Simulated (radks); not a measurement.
Results of a calculation; reference values are marked as such.
Ionisation of Kr, [Kr], to Kr+, [Ar] 3d10 4s2 4p5, under several functionals. Scalar-relativistic Kohn-Sham, spin-polarised, spherical densities, finite nucleus; open shells are filled with parallel spins first; a radial shooting solver on a logarithmic mesh with Libxc functionals. The NIST Atomic Spectra Database gives 14.000 eV (measured). Rank these functionals by the error of their Delta-SCF ionisation energy: B86b exchange with PBE correlation; OLYP; TASK exchange with Perdew-Wang LDA correlation; AM05; HCTH/407.

Answer. From best to worst: OLYP 13.996 eV (-0.003); AM05 14.047 eV (+0.048); B86b exchange with PBE correlation 14.091 eV (+0.091); HCTH/407 14.261 eV (+0.262); TASK exchange with Perdew-Wang LDA correlation 14.851 eV (+0.851). Open shells are spherical and high-spin; term and fine-structure splittings are not resolved.
